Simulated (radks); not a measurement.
Radial electron density D(r) = 4 pi r^2 rho(r) of an atom or ion with 24 electrons. All-electron calculation, scalar-relativistic Kohn-Sham, r2SCAN, spin-polarised, spherical densities, finite nucleus; meta-GGA in the generalised Kohn-Sham scheme; Fermi nuclear charge, rms radius of each element as measured or else 0.836 A^(1/3) + 0.57 fm. Program: a radial shooting solver on a logarithmic mesh with Libxc functionals.

```
   r/bohr * D(r) (the largest magnitude, 33, reaches the edge; | marks zero)
 0.008976 |           *
  0.01028 |              *
  0.01178 |                 *
   0.0135 |                    *
  0.01546 |                        *
  0.01786 |                             *
  0.02046 |                                 *
  0.02344 |                                      *
  0.02686 |                                          *
  0.03077 |                                             *
  0.03525 |                                                *
  0.04039 |                                                 *
  0.04627 |                                                 *
  0.05301 |                                               *
  0.06074 |                                            *
  0.06958 |                                         *
  0.07972 |                                       *
  0.09134 |                                      *
   0.1046 |                                      *
   0.1199 |                                         *
   0.1374 |                                              *
   0.1574 |                                                  *
   0.1803 |                                                      *
   0.2065 |                                                      *
   0.2366 |                                                  *
   0.2711 |                                           *
   0.3106 |                                  *
   0.3559 |                          *
   0.4077 |                    *
   0.4671 |                  *
   0.5351 |                   *
   0.6131 |                      *
   0.7024 |                        *
   0.8048 |                       *
    0.922 |                     *
    1.056 |                *
     1.21 |           *
    1.398 |       *
    1.601 |    *
    1.835 |  *
    2.102 | *
    2.408 | *
    2.759 |*
    3.161 |*
    3.621 *
    4.149 *
    4.753 *
    5.445 *
    6.239 *
    7.148 *
    8.189 *
```

What is the nuclear charge?

Answer. Z = 25. The innermost maximum, from 1s, lies near gamma/Z bohr with gamma = sqrt(1 - (Z/c)^2) = 0.983, here 0.0393 bohr (found: 0.0424), and its height grows with Z. The density is that of the manganese ion Mn+ in [Ar] 3d5 4s1; the configuration itself is not fixed sharply by these data, and Z only to about a unit. D(r) has 3 maxima, at r = 0.0424, 0.195, 0.731 bohr, and minima at 0.0936, 0.467 bohr, inside which lie 2.12, 10.59 electrons.
